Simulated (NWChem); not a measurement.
Molecule: MoHO3, doublet; SMILES [O]=[Mo](=[O])[OH]

```xyz
5

Mo    -0.0028    -0.0495    -0.1348
O      1.3820    -0.9256     0.2288
O     -1.3945    -0.9091     0.2375
O     -0.0394     1.7899     0.1670
H      0.5326     2.4363     0.5943
```
Atoms are numbered in this order, from 1.

Computed with NWChem. Spin-unrestricted. The geometry was optimised at PBE0/def2-SVP, spin-unrestricted. This spin state was assumed; another may lie lower. No stability test was run on the SCF state. def2 effective core potentials on Mo; no spin-orbit coupling. Level SCAN/def2-SVP: energy and gradient on several grids; changes count from the extra-fine grid, which is no exact limit either.

| grid | size of the energy change (μHa) | largest change of a gradient component (μHa/bohr) | time, medium = 1 (rough) |
|---|---|---|---|
| xcoarse | 20000 | 20000 | 0.5 |
| coarse | 20000 | 2000 | about 1 |
| medium | 9000 | 500 | about 1 |
| fine | 2000 | 400 | about 1 |
| xfine | < 10 | < 30 | 3 |
